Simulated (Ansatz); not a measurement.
Level of theory: Ansatz (a first-principles code) with PBE-D3(BJ)/def2-TZVP. No frequencies were computed at this level.

Ansatz 0.2 input:
```yaml
crystal:
  periodic: [false, false, false]
  atoms:
    - { symbol: Si, position_ang: [1.683396, -0.46315, 0.355802] }
    - { symbol: B, position_ang: [0.08905, 0.661738, -0.005075] }
    - { symbol: Si, position_ang: [-1.763693, 0.024477, -0.311801] }
    - { symbol: Br, position_ang: [0.393022, 2.524004, -0.127353] }
    - { symbol: H, position_ang: [2.627486, -0.406772, -0.770638] }
    - { symbol: H, position_ang: [1.367631, -1.878073, 0.582745] }
    - { symbol: H, position_ang: [2.426792, 0.006139, 1.534317] }
    - { symbol: H, position_ang: [-2.790901, 1.022482, 0.01581] }
    - { symbol: H, position_ang: [-2.084424, -1.183153, 0.459473] }
    - { symbol: H, position_ang: [-1.948359, -0.30769, -1.733279] }
basis:
  gaussian: { orbitals: def2-tzvp }
hamiltonian:
  xc: pbe
  dispersion: d3bj
relax:
  max_steps: 150
```

Output:

```
[...]
these checks for a lower state are left out or cut short: starts, cluster_reference, orbital_swaps, neighbouring_geometries, increment
1313 factors; their error is unknown
mean field -86556.00163037 eV, -3180.8743901509 hartree, gradient 1.6e-5 eV, S^2 0.000000; 0 other end points of the search recorded, 0 dependent functions left out
reference -86556.00167919 eV, -3180.8743919450 hartree; 37, 37 occupied and 152, 152 virtual orbitals, 1313 factors
relax step   2: F+E_penalty+E_count = -86556.25505771 eV  Δ(F+E_penalty+E_count) = -7.921e-2 eV  max|allowed force component| = 1.825e-1 eV/Å  Δτ_max = 0.0447 Å  (31 SCF iters, accepted)
these checks for a lower state are left out or cut short: starts, cluster_reference, orbital_swaps, neighbouring_geometries, increment
1313 factors; their error is unknown
mean field evaluation 32: about -86556.0104 eV, gradient 1.2e-5 eV
mean field -86556.01039776 eV, -3180.8747123465 hartree, gradient 1.2e-5 eV, S^2 0.000000; 0 other end points of the search recorded, 0 dependent functions left out
reference -86556.01044676 eV, -3180.8747141474 hartree; 37, 37 occupied and 152, 152 virtual orbitals, 1313 factors
relax step   3: F+E_penalty+E_count = -86556.26209274 eV  Δ(F+E_penalty+E_count) = -7.035e-3 eV  max|allowed force component| = 3.721e-2 eV/Å  Δτ_max = 0.0373 Å  (29 SCF iters, accepted)
these checks for a lower state are left out or cut short: starts, cluster_reference, orbital_swaps, neighbouring_geometries, increment
1313 factors; their error is unknown
mean field -86556.01073420 eV, -3180.8747247105 hartree, gradient 1.2e-5 eV, S^2 0.000000; 0 other end points of the search recorded, 0 dependent functions left out
reference -86556.01078321 eV, -3180.8747265117 hartree; 37, 37 occupied and 152, 152 virtual orbitals, 1313 factors
relax step   4: F+E_penalty+E_count = -86556.26242728 eV  Δ(F+E_penalty+E_count) = -3.345e-4 eV  max|allowed force component| = 1.344e-2 eV/Å  Δτ_max = 0.0105 Å  (31 SCF iters, accepted)
these checks for a lower state are left out or cut short: starts, cluster_reference, orbital_swaps, neighbouring_geometries, increment
1313 factors; their error is unknown
mean field -86556.01086299 eV, -3180.8747294434 hartree, gradient 1.2e-5 eV, S^2 0.000000; 0 other end points of the search recorded, 0 dependent functions left out
reference -86556.01091200 eV, -3180.8747312447 hartree; 37, 37 occupied and 152, 152 virtual orbitals, 1313 factors
relax step   5: F+E_penalty+E_count = -86556.26262809 eV  Δ(F+E_penalty+E_count) = -2.008e-4 eV  max|allowed force component| = 1.963e-2 eV/Å  Δτ_max = 0.0133 Å  (30 SCF iters, accepted)
these checks for a lower state are left out or cut short: starts, cluster_reference, orbital_swaps, neighbouring_geometries, increment
1313 factors; their error is unknown
mean field -86556.01150148 eV, -3180.8747529077 hartree, gradient 1.2e-5 eV, S^2 0.000000; 0 other end points of the search recorded, 0 dependent functions left out
reference -86556.01155054 eV, -3180.8747547103 hartree; 37, 37 occupied and 152, 152 virtual orbitals, 1313 factors
relax step   6: F+E_penalty+E_count = -86556.26336872 eV  Δ(F+E_penalty+E_count) = -7.406e-4 eV  max|allowed force component| = 2.693e-2 eV/Å  Δτ_max = 0.0392 Å  (29 SCF iters, accepted)
these checks for a lower state are left out or cut short: starts, cluster_reference, orbital_swaps, neighbouring_geometries, increment
1313 factors; their error is unknown
mean field -86556.00905916 eV, -3180.8746631540 hartree, gradient 2.7e-5 eV, S^2 0.000000; 0 other end points of the search recorded, 0 dependent functions left out
reference -86556.00910859 eV, -3180.8746649706 hartree; 37, 37 occupied and 152, 152 virtual orbitals, 1313 factors
relax step   7: F+E_penalty+E_count = -86556.26114912 eV  Δ(F+E_penalty+E_count) = +2.220e-3 eV  max|allowed force component| = 2.257e-1 eV/Å  Δτ_max = 0.1974 Å  (28 SCF iters, rejected (line search))
these checks for a lower state are left out or cut short: starts, cluster_reference, orbital_swaps, neighbouring_geometries, increment
1313 factors; their error is unknown
mean field evaluation 64: about -86556.0094 eV, gradient 1.2e-1 eV
mean field -86556.00943947 eV, -3180.8746771303 hartree, gradient 1.3e-5 eV, S^2 0.000000; 0 other end points of the search recorded, 0 dependent functions left out
reference -86556.00948850 eV, -3180.8746789320 hartree; 37, 37 occupied and 152, 152 virtual orbitals, 1313 factors
relax step   8: F+E_penalty+E_count = -86556.26138428 eV  Δ(F+E_penalty+E_count) = +1.984e-3 eV  max|allowed force component| = 1.626e-1 eV/Å  Δτ_max = 0.0544 Å  (30 SCF iters, rejected (line search))
these checks for a lower state are left out or cut short: starts, cluster_reference, orbital_swaps, neighbouring_geometries, increment
1313 factors; their error is unknown
mean field -86556.01213285 eV, -3180.8747761101 hartree, gradient 1.2e-5 eV, S^2 0.000000; 0 other end points of the search recorded, 0 dependent functions left out
reference -86556.01218190 eV, -3180.8747779127 hartree; 37, 37 occupied and 152, 152 virtual orbitals, 1313 factors
relax step   9: F+E_penalty+E_count = -86556.26401684 eV  Δ(F+E_penalty+E_count) = -6.481e-4 eV  max|allowed force component| = 7.735e-3 eV/Å  Δτ_max = 0.0259 Å  (30 SCF iters, accepted)
these checks for a lower state are left out or cut short: starts, cluster_reference, orbital_swaps, neighbouring_geometries, increment
1313 factors; their error is unknown
mean field -86556.01352608 eV, -3180.8748273103 hartree, gradient 1.6e-5 eV, S^2 0.000000; 0 other end points of the search recorded, 0 dependent functions left out
reference -86556.01357525 eV, -3180.8748291171 hartree; 37, 37 occupied and 152, 152 virtual orbitals, 1313 factors
relax step  10: F+E_penalty+E_count = -86556.26547580 eV  Δ(F+E_penalty+E_count) = -1.459e-3 eV  max|allowed force component| = 5.692e-2 eV/Å  Δτ_max = 0.0977 Å  (30 SCF iters, accepted)
these checks for a lower state are left out or cut short: starts, cluster_reference, orbital_swaps, neighbouring_geometries, increment
1313 factors; their error is unknown
mean field -86556.01377987 eV, -3180.8748366367 hartree, gradient 1.3e-5 eV, S^2 0.000000; 0 other end points of the search recorded, 0 dependent functions left out
reference -86556.01382927 eV, -3180.8748384523 hartree; 37, 37 occupied and 152, 152 virtual orbitals, 1313 factors
relax step  11: F+E_penalty+E_count = -86556.26574691 eV  Δ(F+E_penalty+E_count) = -2.711e-4 eV  max|allowed force component| = 1.160e-1 eV/Å  Δτ_max = 0.0804 Å  (30 SCF iters, accepted)
these checks for a lower state are left out or cut short: starts, cluster_reference, orbital_swaps, neighbouring_geometries, increment
1313 factors; their error is unknown
mean field evaluation 96: about -86556.0147 eV, gradient 1.2e-5 eV
mean field -86556.01472772 eV, -3180.8748714697 hartree, gradient 1.2e-5 eV, S^2 0.000000; 0 other end points of the search recorded, 0 dependent functions left out
reference -86556.01477714 eV, -3180.8748732858 hartree; 37, 37 occupied and 152, 152 virtual orbitals, 1313 factors
relax step  12: F+E_penalty+E_count = -86556.26666898 eV  Δ(F+E_penalty+E_count) = -9.221e-4 eV  max|allowed force component| = 7.280e-2 eV/Å  Δτ_max = 0.0103 Å  (30 SCF iters, accepted)
these checks for a lower state are left out or cut short: starts, cluster_reference, orbital_swaps, neighbouring_geometries, increment
1313 factors; their error is unknown
mean field -86556.01566060 eV, -3180.8749057525 hartree, gradient 1.2e-5 eV, S^2 0.000000; 0 other end points of the search recorded, 0 dependent functions left out
reference -86556.01571010 eV, -3180.8749075715 hartree; 37, 37 occupied and 152, 152 virtual orbitals, 1313 factors
relax step  13: F+E_penalty+E_count = -86556.26755976 eV  Δ(F+E_penalty+E_count) = -8.908e-4 eV  max|allowed force component| = 7.056e-3 eV/Å  Δτ_max = 0.0316 Å  (30 SCF iters, accepted)
these checks for a lower state are left out or cut short: starts, cluster_reference, orbital_swaps, neighbouring_geometries, increment
1313 factors; their error is unknown
mean field -86556.01633903 eV, -3180.8749306841 hartree, gradient 1.3e-5 eV, S^2 0.000000; 0 other end points of the search recorded, 0 dependent functions left out
reference -86556.01638862 eV, -3180.8749325068 hartree; 37, 37 occupied and 152, 152 virtual orbitals, 1313 factors
relax step  14: F+E_penalty+E_count = -86556.26834761 eV  Δ(F+E_penalty+E_count) = -7.878e-4 eV  max|allowed force component| = 1.990e-2 eV/Å  Δτ_max = 0.0752 Å  (30 SCF iters, accepted)
these checks for a lower state are left out or cut short: starts, cluster_reference, orbital_swaps, neighbouring_geometries, increment
1313 factors; their error is unknown
mean field -86556.01519226 eV, -3180.8748885412 hartree, gradient 2.0e-5 eV, S^2 0.000000; 0 other end points of the search recorded, 0 dependent functions left out
reference -86556.01524158 eV, -3180.8748903538 hartree; 37, 37 occupied and 152, 152 virtual orbitals, 1313 factors
relax step  15: F+E_penalty+E_count = -86556.26716919 eV  Δ(F+E_penalty+E_count) = +1.178e-3 eV  max|allowed force component| = 1.286e-1 eV/Å  Δτ_max = 0.1498 Å  (28 SCF iters, rejected (line search))
these checks for a lower state are left out or cut short: starts, cluster_reference, orbital_swaps, neighbouring_geometries, increment
1313 factors; their error is unknown
mean field -86556.01685938 eV, -3180.8749498067 hartree, gradient 1.2e-5 eV, S^2 0.000000; 0 other end points of the search recorded, 0 dependent functions left out
reference -86556.01690887 eV, -3180.8749516257 hartree; 37, 37 occupied and 152, 152 virtual orbitals, 1313 factors
relax step  16: F+E_penalty+E_count = -86556.26894291 eV  Δ(F+E_penalty+E_count) = -5.953e-4 eV  max|allowed force component| = 3.088e-2 eV/Å  Δτ_max = 0.0730 Å  (30 SCF iters, accepted)
these checks for a lower state are left out or cut short: starts, cluster_reference, orbital_swaps, neighbouring_geometries, increment
1313 factors; their error is unknown
mean field evaluation 128: about -86556.0169 eV, gradient 2.3e-5 eV
mean field -86556.01688162 eV, -3180.8749506242 hartree, gradient 1.1e-5 eV, S^2 0.000000; 0 other end points of the search recorded, 0 dependent functions left out
reference -86556.01693097 eV, -3180.8749524377 hartree; 37, 37 occupied and 152, 152 virtual orbitals, 1313 factors
relax step  17: F+E_penalty+E_count = -86556.26909550 eV  Δ(F+E_penalty+E_count) = -1.526e-4 eV  max|allowed force component| = 3.443e-2 eV/Å  Δτ_max = 0.0600 Å  (29 SCF iters, accepted)
these checks for a lower state are left out or cut short: starts, cluster_reference, orbital_swaps, neighbouring_geometries, increment
1313 factors; their error is unknown
mean field -86556.01721019 eV, -3180.8749626988 hartree, gradient 1.2e-5 eV, S^2 0.000000; 0 other end points of the search recorded, 0 dependent functions left out
reference -86556.01725949 eV, -3180.8749645107 hartree; 37, 37 occupied and 152, 152 virtual orbitals, 1313 factors
relax step  18: F+E_penalty+E_count = -86556.26929652 eV  Δ(F+E_penalty+E_count) = -2.010e-4 eV  max|allowed force component| = 1.821e-2 eV/Å  Δτ_max = 0.0143 Å  (30 SCF iters, accepted)
these checks for a lower state are left out or cut short: starts, cluster_reference, orbital_swaps, neighbouring_geometries, increment
1313 factors; their error is unknown
mean field -86556.01723047 eV, -3180.8749634439 hartree, gradient 1.2e-5 eV, S^2 0.000000; 0 other end points of the search recorded, 0 dependent functions left out
reference -86556.01727974 eV, -3180.8749652547 hartree; 37, 37 occupied and 152, 152 virtual orbitals, 1313 factors
relax step  19: F+E_penalty+E_count = -86556.26937760 eV  Δ(F+E_penalty+E_count) = -8.109e-5 eV  max|allowed force component| = 3.525e-3 eV/Å  Δτ_max = 0.0111 Å  (30 SCF iters, accepted)
these checks for a lower state are left out or cut short: starts, cluster_reference, orbital_swaps, neighbouring_geometries, increment
1313 factors; their error is unknown
mean field -86556.01724321 eV, -3180.8749639124 hartree, gradient 1.4e-5 eV, S^2 0.000000; 0 other end points of the search recorded, 0 dependent functions left out
reference -86556.01729244 eV, -3180.8749657213 hartree; 37, 37 occupied and 152, 152 virtual orbitals, 1313 factors
relax step  20: F+E_penalty+E_count = -86556.26942122 eV  Δ(F+E_penalty+E_count) = -4.362e-5 eV  max|allowed force component| = 5.321e-3 eV/Å  Δτ_max = 0.0181 Å  (29 SCF iters, accepted)
1313 factors; their error is unknown
mean field evaluation 160: about -86556.0524 eV, gradient 2.7e-1 eV
mean field -86556.01724321 eV, -3180.8749639124 hartree, gradient 2.7e-5 eV, S^2 0.000000; 1 other end points of the search recorded, 0 dependent functions left out
reference -86556.01729244 eV, -3180.8749657213 hartree; 37, 37 occupied and 152, 152 virtual orbitals, 1313 factors
Total energy: -86556.26947044 eV, -3180.8842330920 hartree
Atom 0 at     1.695389    -0.481581     0.256234 Å, force    -0.000769     0.003270    -0.001728 eV/Å
Atom 1 at     0.086687     0.712877     0.000344 Å, force     0.001117    -0.004813    -0.000342 eV/Å
Atom 2 at    -1.791334     0.038887    -0.267197 Å, force     0.001514     0.005321     0.001801 eV/Å
Atom 3 at     0.417087     2.602220     0.025631 Å, force     0.000514     0.001105    -0.000771 eV/Å
Atom 4 at     2.756466    -0.134475    -0.743223 Å, force     0.001324     0.000225     0.000315 eV/Å
Atom 5 at     1.364453    -1.935262     0.122279 Å, force    -0.000801    -0.001300    -0.000753 eV/Å
Atom 6 at     2.253842    -0.248040     1.628240 Å, force    -0.000106     0.000014     0.002274 eV/Å
Atom 7 at    -2.827420     1.111862    -0.372945 Å, force    -0.002728     0.001787     0.000125 eV/Å
Atom 8 at    -2.141955    -0.876342     0.868758 Å, force    -0.000344    -0.002918     0.004026 eV/Å
Atom 9 at    -1.813215    -0.790145    -1.518120 Å, force     0.000280    -0.002689    -0.004946 eV/Å
Dipole moment:    -0.012635     0.002162    -0.002862 e Å
```

Cost: roughly 120 core-seconds.
